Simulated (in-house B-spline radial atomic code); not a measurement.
A calculation on the antimony ion Sb⁵⁺ (an excited or competing configuration): its settings, and results tabulated from the run. Level of theory: scalar-relativistic (X2C) BHandHLYP, spin-polarised, spherical fractional occupations, exact exchange averaged over the configuration, Fermi nucleus of rms radius 4.6802 fm; calculated with an all-electron radial atomic-structure program (B-spline basis).

Command:
```bash
python run_scf.py task.json out
```
Settings (nuclear radius in fm, mass in u):
```
Z                51
configuration    [Ar] 3d10 4s2 4p5 4d10 5d1
hamiltonian      x2c
method           bhandhlyp
spin_polarised   True
nucleus          fermi
rms_radius       4.6802
atomic_mass      120.90381
speed_of_light   137.035999084
exact_exchange   averaged over the configuration
```

Output (hartree, bohr):
```
 radial grid: 68 intervals, B-splines of order 8, outer radius 25.4386 bohr

 iter        energy (Eh)    residual
    1       -6449.144830    9.15e-01
    2       -6463.294876    5.89e-01
    3       -6469.920922    1.58e-01
    4       -6470.419072    4.58e-02
    5       -6470.444855    2.02e-02
    6       -6470.453474    2.73e-03
    7       -6470.453513    3.20e-04
    8       -6470.453515    2.10e-05
    9       -6470.453515    3.28e-06
   10       -6470.453515    1.29e-07

 total energy                     -6470.45351
 kinetic                            6828.6904
 electron-nucleus                 -15597.2250
 Hartree                            2467.3496
 exact exchange                      -83.0774
 exchange-correlation                -86.1911

 orbital      occ     eigenvalue          <r>       <r^2>       <1/r>       r_max
 1s up      1.000     -1121.7084    0.0278269  0.00105883     56.8865     0.01765
 1s down    1.000     -1121.6905    0.0278266  0.00105881     56.8871     0.01765
 2s up      1.000      -174.7205     0.122017    0.017622     12.9277      0.1035
 2s down    1.000      -174.7060     0.122012   0.0176203      12.928      0.1035
 2p up      3.000      -157.1236     0.106844   0.0139538      11.974     0.08274
 2p down    3.000      -157.1011     0.106849   0.0139549     11.9734     0.08275
 3s up      1.000       -37.1406     0.329409    0.124174     4.54559      0.2996
 3s down    1.000       -37.1173     0.329387    0.124136     4.54476      0.2996
 3p up      3.000       -31.3188     0.327674    0.124649     4.24208      0.2931
 3p down    3.000       -31.2879     0.327899    0.124824     4.23866      0.2933
 3d up      5.000       -22.3937     0.304716    0.109999     3.98323      0.2442
 3d down    5.000       -22.3721     0.304649    0.109924     3.98352      0.2442
 4s up      1.000        -8.5479     0.785119    0.695518      1.7873      0.7209
 4s down    1.000        -8.3912     0.786459    0.698221      1.7844       0.721
 4p up      3.000        -6.6987     0.839239     0.80075     1.62394      0.7582
 4p down    2.000        -6.6127     0.841335    0.805398     1.62194      0.7589
 4d up      5.000        -3.9206     0.970843     1.09419      1.3561      0.8312
 4d down    5.000        -3.8356     0.979049     1.11394     1.34519      0.8346
 5d up      1.000        -1.4307      2.62462     7.68795    0.487733       2.428
```

Time taken, with all properties: 0.19 s on 1 thread of AMD EPYC 9R45 96-Core Processor, with other jobs on the host.

One-electron X2C: radii and densities carry no picture-change correction, so inner-shell <1/r> comes out high (for 1s by about 2 % at Z = 33, 5 % at 54, 10 % at 75, 30 % at 118) and <r> low.
